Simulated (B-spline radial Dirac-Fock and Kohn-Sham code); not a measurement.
## Os⁴⁺: scattering cross sections and density moments

System: the Os⁴⁺ ion in the configuration [Xe] 4f14 5d3 6p1 (not the ground configuration).

Model: configuration-average Dirac-Fock orbitals. Program: a radial finite-basis atomic code.

```
Sum of ⟨r⟩                          : 36.21 bohr
Sum of ⟨r²⟩                         : 37.81 bohr²
Sum of ⟨1/r⟩                        : 567.51 per bohr
Langevin diamagnetic susceptibility : -29.9 × 10⁻⁶ cm³/mol
Lamb shielding (α²/3)Σ⟨1/r⟩         : 10070 ppm
```

Coherent scattering is the Thomson cross section weighted by f₀², without anomalous dispersion; incoherent scattering is Klein-Nishina weighted by S. The Lamb formula is the non-relativistic shielding expression. Electron correlation is left out.

| hν (keV) | coherent (b) | incoherent (b) | incoherent per electron (b) |
| --- | --- | --- | --- |
| 2 | 3158 | 2.022 | 0.0281 |
| 5 | 2365 | 6.524 | 0.0906 |
| 8.0478 | 1728 | 10.54 | 0.146 |
| 20 | 661.5 | 20.20 | 0.281 |
| 50 | 183.5 | 28.62 | 0.398 |
| 200 | 17.36 | 27.14 | 0.377 |
| 500 | 3.141 | 20.33 | 0.282 |
| 1000 | 0.8173 | 15.06 | 0.209 |

Incoherent scattering overtakes coherent scattering between 50 and 200 keV.

Values without a named source are computed, but for edge energies of neutral atoms, which are taken from tables.
